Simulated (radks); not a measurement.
The numbers below are computed, except where a source is named.
Excited configurations of Zr: one electron is placed in a higher orbital outside [Kr] 4d2 5s1. The ground configuration is [Kr] 4d2 5s2. Code: a radial shooting solver on a logarithmic mesh with Libxc functionals. Model: non-relativistic Kohn-Sham, LDA (Slater exchange, Perdew-Wang correlation), spin-polarised, spherical densities, point nucleus; open shells are filled with parallel spins first (spin-orbit coupling, left out, can overturn this in heavy ions); relativity is left out, which matters for an element this heavy. Excitation = E - E(ground); binding = E(ion) - E, where the ion is the core of charge +1; n* = 1/sqrt(2 binding) in atomic units, and the quantum defect is n - n*.

[
 {"outer orbital": "4f", "excitation (eV)": "5.587", "binding (eV)": "0.953", "n*": "3.778", "eigenvalue (eV)": "-0.456", "<r> (bohr)": "16.39"},
 {"outer orbital": "5d", "excitation (eV)": "4.838", "binding (eV)": "1.703", "n*": "2.827", "eigenvalue (eV)": "-0.792", "<r> (bohr)": "9.705"},
 {"outer orbital": "5f", "excitation (eV)": "5.876", "binding (eV)": "0.665", "n*": "4.524", "eigenvalue (eV)": "-0.384", "<r> (bohr)": "27.72"},
 {"outer orbital": "6p", "excitation (eV)": "4.757", "binding (eV)": "1.783", "n*": "2.762", "eigenvalue (eV)": "-1.058", "<r> (bohr)": "11.55"},
 {"outer orbital": "6d", "excitation (eV)": "5.506", "binding (eV)": "1.034", "n*": "3.627", "eigenvalue (eV)": "-0.600", "<r> (bohr)": "18.91"},
 {"outer orbital": "7s", "excitation (eV)": "5.264", "binding (eV)": "1.276", "n*": "3.265", "eigenvalue (eV)": "-0.812", "<r> (bohr)": "17.46"},
 {"outer orbital": "7p", "excitation (eV)": "5.517", "binding (eV)": "1.023", "n*": "3.647", "eigenvalue (eV)": "-0.647", "<r> (bohr)": "21.01"},
 {"outer orbital": "7f", "excitation (eV)": "6.176", "binding (eV)": "0.365", "n*": "6.108", "eigenvalue (eV)": "-0.239", "<r> (bohr)": "58.19"}
]

The Delta-SCF ionisation energy is 6.540 eV (NIST Atomic Spectra Database: 6.634 eV, measured). Self-interaction in the functional shifts the binding energies and quantum defects, so they are the method's values and not measured ones. Relativity is left out here, which matters for elements this heavy. Open shells are spherical and high-spin; term and fine-structure splittings are not resolved.
